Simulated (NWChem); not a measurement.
Molecule: PbO, singlet; SMILES [O]=[Pb]

Program: NWChem. Low-valent species are run as closed-shell singlets; no triplet was tried in these runs. def2 effective core potentials on Pb; no spin-orbit coupling. B3LYP is NWChem's, with the RPA form of VWN correlation. Each level has its own optimisation; frequencies are unscaled.

```json
[
 {"level": "LDA (Slater exchange, VWN5)/def2-SVP", "r O–Pb (Å)": "1.940", "highest harmonic frequency (cm⁻¹)": "747", "zero-point energy (kcal/mol)": "1.1"},
 {"level": "B3LYP/def2-TZVP", "r O–Pb (Å)": "1.922", "highest harmonic frequency (cm⁻¹)": "760", "zero-point energy (kcal/mol)": "1.1"},
 {"level": "BP86/def2-TZVP", "r O–Pb (Å)": "1.939", "highest harmonic frequency (cm⁻¹)": "…", "zero-point energy (kcal/mol)": "1.0"},
 {"level": "BLYP/def2-SVP", "r O–Pb (Å)": "1.977", "highest harmonic frequency (cm⁻¹)": "700", "zero-point energy (kcal/mol)": "1.0"},
 {"level": "PBE0-D3(BJ)/def2-TZVP", "r O–Pb (Å)": "1.904", "highest harmonic frequency (cm⁻¹)": "788", "zero-point energy (kcal/mol)": "1.1"}
]
```

Task: Some entries are withheld; supply them.

Result: 
- BP86/def2-TZVP, highest harmonic frequency (cm⁻¹): 725
